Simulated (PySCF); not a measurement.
**Correlation energy of P²⁺ (phosphorus, charge +2)**

[Ne] 3s2 3p1, 2P determinant. All numbers are calculated (PySCF 2.14, the non-relativistic Hamiltonian (point nucleus), in dyall-av3z (19s12p3d2f, 84 functions)). Frozen: [Ne]; 3 electrons correlated; the 26 highest virtual orbitals of each spin left out.

```json
{"level": "CCSD", "correlation energy (mhartree)": "-65.43"}
{"level": "(T)", "correlation energy (mhartree)": "-1.05"}
{"level": "CCSD(T)", "correlation energy (mhartree)": "-66.48"}
```

Diagnostics: T1 = 0.012, D1 = 0.0264, largest double amplitude 0.108.

Cost of the coupled-cluster step: about 4 core-seconds, for 3 correlated electrons.

Iterations:

```
CC2 = 0
CCSD nocc = (np.int64(2), np.int64(1)), nmo = (53, 53)
frozen orbitals [[0, 1, 2, 3, 4, 58, 59, 60, 61, 62, 63, 64, 65, 66, 67, 68, 69, 70, 71, 72, 73, 74, 75, 76, 77, 78, 79, 80, 81, 82, 83], [0, 1, 2, 3, 4, 58, 59, 60, 61, 62, 63, 64, 65, 66, 67, 68, 69, 70, 71, 72, 73, 74, 75, 76, 77, 78, 79, 80, 81, 82, 83]]
max_cycle = 100
direct = 0
conv_tol = 1e-08
conv_tol_normt = 1e-06
diis_space = 8
diis_start_cycle = 0
Init t2, MP2 energy = -0.0469441982764902
Init E_corr(UCCSD) = -0.046944198279776
cycle = 1  E_corr(UCCSD) = -0.0585645072977027  dE = -0.011620309  norm(t1,t2) = 0.0504637
cycle = 2  E_corr(UCCSD) = -0.0625354916696497  dE = -0.00397098437  norm(t1,t2) = 0.0216282
cycle = 3  E_corr(UCCSD) = -0.0654294595991841  dE = -0.00289396793  norm(t1,t2) = 0.0100861
cycle = 4  E_corr(UCCSD) = -0.0654090439906821  dE = 2.04156085e-05  norm(t1,t2) = 0.0011939
cycle = 5  E_corr(UCCSD) = -0.0654298915549775  dE = -2.08475643e-05  norm(t1,t2) = 0.00014665
cycle = 6  E_corr(UCCSD) = -0.0654237239941659  dE = 6.16756081e-06  norm(t1,t2) = 2.50533e-05
cycle = 7  E_corr(UCCSD) = -0.0654259868420714  dE = -2.26284791e-06  norm(t1,t2) = 7.36953e-06
cycle = 8  E_corr(UCCSD) = -0.065425403559709  dE = 5.83282362e-07  norm(t1,t2) = 2.08693e-06
cycle = 9  E_corr(UCCSD) = -0.065425386275025  dE = 1.7284684e-08  norm(t1,t2) = 2.21668e-07
cycle = 10  E_corr(UCCSD) = -0.0654254030078349  dE = -1.673281e-08  norm(t1,t2) = 7.20494e-08
cycle = 11  E_corr(UCCSD) = -0.0654254020952357  dE = 9.1259926e-10  norm(t1,t2) = 3.46999e-08
UCCSD converged
E(UCCSD) = -339.7156738940628  E_corr = -0.06542540209523567
UCCSD(T) correction = -0.00105294862024643
```
